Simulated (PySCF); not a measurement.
## UHF on Ir⁻ (iridium, charge -1)

Configuration: [Xe] 4f14 5d8 6s2, high-spin 3F determinant. Calculation: PySCF 2.14, in x2c-TZVPPall with one added diffuse shell each of s, p, d, f type (12s8p8d4f1g, 113 functions); the spin-free X2C one-electron Hamiltonian (Gaussian nucleus).

- Total energy: -17823.953471 hartree
- One-electron energy: -24470.8535 hartree
- Hartree (Coulomb) energy: 6994.6457 hartree
- Exchange energy: -347.7456 hartree
- ⟨S²⟩: 2.0964
- ⟨L²⟩: 12.042
- Sum of ⟨r⟩: 50.92 bohr
- Sum of ⟨r²⟩: 95.48 bohr²
- Langevin diamagnetic susceptibility: -75.6 ×10⁻⁶ cm³/mol

| shell | electrons | mean orbital energy (hartree) | spread (hartree) | rms radius, mean of both spins (bohr) |
| --- | --- | --- | --- | --- |
| 1s α | 1 | -2811.90810 | 0 | 0.0197 |
| 1s β | 1 | -2811.90802 | 0 | 0.0197 |
| 2s α | 1 | -497.02631 | 0 | 0.0795 |
| 2s β | 1 | -497.01763 | 0 | 0.0795 |
| 2p α | 3 | -433.28185 | 0 | 0.0727 |
| 2p β | 3 | -433.27320 | 0 | 0.0727 |
| 3s α | 1 | -118.44593 | 0 | 0.203 |
| 3s β | 1 | -118.44319 | 0 | 0.203 |
| 3p α | 3 | -99.41083 | 0 | 0.205 |
| 3p β | 3 | -99.40812 | 0 | 0.205 |
| 3d α | 5 | -77.58935 | 0.00327 | 0.188 |
| 3d β | 5 | -77.58201 | 0.01033 | 0.188 |
| 4s α | 1 | -26.31532 | 0 | 0.450 |
| 4s β | 1 | -26.30438 | 0 | 0.450 |
| 4p α | 3 | -19.93598 | 0 | 0.479 |
| 4p β | 3 | -19.92556 | 0 | 0.479 |
| 4d α | 5 | -11.79005 | 0.00923 | 0.514 |
| 4d β | 5 | -11.77395 | 0.02218 | 0.514 |
| 5s α | 1 | -3.96588 | 0 | 1.05 |
| 5s β | 1 | -3.87435 | 0 | 1.05 |
| 4f α | 7 | -2.72228 | 0.01213 | 0.587 |
| 4f β | 7 | -2.71139 | 0.00319 | 0.587 |
| 5p α | 3 | -2.23414 | 0 | 1.22 |
| 5p β | 3 | -2.10107 | 0 | 1.22 |
| 5d α | 5 | -0.18971 | 0.03542 | 1.97 |
| 5d β | 3 | -0.12648 | 0 | 1.97 |
| 6s α | 1 | -0.07356 | 0 | 4.65 |
| 6s β | 1 | -0.01800 | 0 | 4.65 |

Spin-orbit coupling, absent here, splits the open shell strongly. ⟨S²⟩ = 2.10 against 2.00 shows spin contamination.

Densities and radii are taken from the X2C orbitals without a picture-change correction, which distorts them close to the nucleus.

Spin-orbit constants ζ (cm⁻¹) from the X2C one-electron operator on these orbitals: bare nucleus, nucleus screened by l(l+1)(2l+1)/3 electrons, and screened by the Breit-Pauli mean field of the electrons.

```csv
shell,bare,screened nucleus,mean field
2p,8147000,7935000,n/a
3p,1802000,1755000,n/a
3d,280500,244100,n/a
4p,422100,411100,n/a
4d,57600,50120,n/a
4f,11020,7011,n/a
5p,62180,60570,n/a
5d,4293,3735,n/a
```

To first order the Landé constant is A = -1868 cm⁻¹, so the lowest level has J = 4 and lies 0.695 eV below the centre of the term. This holds in LS coupling only.
